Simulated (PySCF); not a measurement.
SMILES [NH2][InH2] (PBE0/def2-SVP optimised geometry):

```
6

In     0.070    -0.686     0.000
H      1.791    -0.686     0.000
H     -1.024    -2.014     0.003
N     -0.791     1.139     0.000
H     -0.280     2.014    -0.007
H     -1.791     1.302    -0.005
```

Level of theory: PBE0/def2-TZVP, def2 effective core potentials past Kr (PySCF).

**Question.** What are the frontier orbital energies and the dipole moment?

**Answer.** HOMO-2 -9.03 eV, HOMO-1 -8.23 eV, HOMO -6.90 eV, LUMO -1.09 eV, LUMO+1 0.01 eV; dipole moment 0.47 D.

On the same geometry PBE/def2-TZVP, def2 effective core potentials past Kr (PySCF 2.14.0) gives HOMO-2 -7.73 eV, HOMO-1 -7.03 eV, HOMO -5.64 eV, LUMO -1.78 eV, LUMO+1 -0.82 eV; dipole moment 0.68 D.
